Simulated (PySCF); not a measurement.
This PySCF input asks for the NMR shieldings of SMILES FC(F)C1=CC=C[SiH2][SiH+]1, [C₅H₇F₂Si₂]+; the geometry comes from GFN2-xTB.

```python
import basis_set_exchange as bse
import numpy as np
from pyscf import gto, dft
from pyscf.prop import nmr

atoms = """
F    -2.716652   -0.656746   -1.500577
C    -2.478274   -0.181924   -0.251341
F    -2.913107   -1.149449    0.593922
C    -0.987748   -0.020990   -0.078684
C    -0.472561    1.171605    0.286043
C     0.905456    1.553581    0.500079
C     2.022382    0.817690    0.376129
Si    2.227626   -1.000887   -0.111829
Si   -0.033697   -1.603417   -0.423505
H    -3.081042    0.722120   -0.094558
H    -1.173147    1.984495    0.447651
H     1.015591    2.589862    0.798282
H     2.953169    1.332472    0.587506
H     2.787314   -1.773969    1.000714
H     2.945612   -1.131815   -1.383163
H    -1.008520   -2.643684   -0.758080
"""
names = dict.fromkeys(["F", "C", "Si", "H"], "pcSseg-1")
basis = {el: gto.basis.parse(bse.get_basis(n, elements=[el], fmt="nwchem")) for el, n in names.items()}
mol = gto.M(atom=atoms, basis=basis, charge=1, verbose=0)
mf = dft.RKS(mol, xc="PBE0")
mf.grids.level = 2
mf.grids.alignment = dft.numint.BLKSIZE   # the property module wants whole blocks of grid points
mf.conv_tol = 1e-9
mf.kernel()

calc = nmr.RKS(mf)   # GIAO
C = mf.mo_coeff
Co = C[:, mf.mo_occ > 0]
resp = mf.gen_response(singlet=True, hermi=2)
def vind(x):   # induced exchange potential for any number of trial vectors
    d = np.einsum("pi,xij,qj->xpq", C, 2 * x.reshape(-1, C.shape[1], Co.shape[1]), Co, optimize=True)
    return np.einsum("xpq,pi,qj->xij", resp(d - d.transpose(0, 2, 1)), C, Co, optimize=True).ravel()
mo1, _ = nmr.rhf.solve_mo1(calc, with_cphf=vind)
sigma = calc.kernel(mo1)
for i, s in enumerate(sigma):   # ppm
    w = np.linalg.eigvalsh((s + s.T) / 2)
    print("%2d %-2s iso %8.1f  s11 %8.1f  s22 %8.1f  s33 %8.1f" % (i, mol.atom_pure_symbol(i), w.mean(), *w))
```

**Question.** Give the expected output.

**Answer.** 
```
 0 F  iso    270.6  s11    187.0  s22    297.1  s33    327.7
 1 C  iso     64.8  s11     50.8  s22     71.2  s33     72.5
 2 F  iso    271.6  s11    186.3  s22    299.6  s33    328.9
 3 C  iso     14.3  s11   -107.3  s22     -1.7  s33    151.9
 4 C  iso     23.8  s11    -86.0  s22      3.9  s33    153.6
 5 C  iso     35.4  s11    -83.8  s22     22.4  s33    167.4
 6 C  iso     31.8  s11    -80.1  s22     -4.0  s33    179.5
 7 Si iso    418.3  s11    409.3  s22    419.8  s33    425.8
 8 Si iso    -31.6  s11   -427.9  s22    -75.6  s33    408.7
 9 H  iso     25.0  s11     23.2  s22     23.3  s33     28.4
10 H  iso     23.4  s11     20.8  s22     21.4  s33     28.0
11 H  iso     23.6  s11     21.1  s22     22.7  s33     27.1
12 H  iso     23.8  s11     22.0  s22     22.2  s33     27.2
13 H  iso     26.3  s11     22.7  s22     23.9  s33     32.3
14 H  iso     26.3  s11     22.7  s22     23.8  s33     32.3
15 H  iso     21.6  s11     20.5  s22     20.6  s33     23.7
```

These numbers come from an equivalent density-fitted implementation of the same equations, which agrees with the script to about 0.01 ppm for H and up to a few tenths of a ppm for heavy atoms, so last digits may differ.

**Question.** Turn these shieldings into chemical shifts. References, each an isolated molecule treated in the same way: 19F (170.95 ppm) against CFCl3; 13C (186.93 ppm) and 29Si (349.16 ppm) and 1H (31.72 ppm) vs TMS.

**Answer.** Averaging equivalent atoms: F 0/2: -100.1; C 3: 172.7; C 4: 163.1; C 6: 155.1; C 5: 151.6; C 1: 122.1; Si 8: 380.7; Si 7: -69.1; H 15: 10.09; H 10: 8.32; H 11: 8.07; H 12: 7.89; H 9: 6.74; H 13/14: 5.44 ppm. Unscaled 19F shifts against computed CFCl3 carry errors that often reach 10 to 50 ppm.

Size and cost of the density-fitted run: 202 basis functions, 47 s wall time on 1 thread of an Arm Neoverse V1, shared host; peak memory 0.91 GiB.
